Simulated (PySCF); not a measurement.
Ionisation energy of Au by level of theory

Au [Xe] 4f14 5d10 6s1 (2S) → Au⁺ [Xe] 4f14 5d10 (1S), as a difference of total energies. Computed with PySCF 2.14 in cc-pVTZ-PP with ECP60MDF, with scalar relativity through the core potential. Correlated levels: valence: 5s2 5p6 frozen. The calculations carry no spin-orbit coupling.

| method | ionisation energy (eV) | error (eV) |
| --- | --- | --- |
| UHF | 7.681 | -1.545 |
| LDA | 9.896 | +0.670 |
| BP86 | 9.704 | +0.478 |
| MP2 (valence) | 9.087 | -0.139 |
| SCS-MP2 (valence) | 8.895 | -0.331 |

Reference: 9.226 eV (measured; NIST Atomic Spectra Database, ionization energies).

Errors of the correlated levels include the incompleteness of this basis and the frozen core.
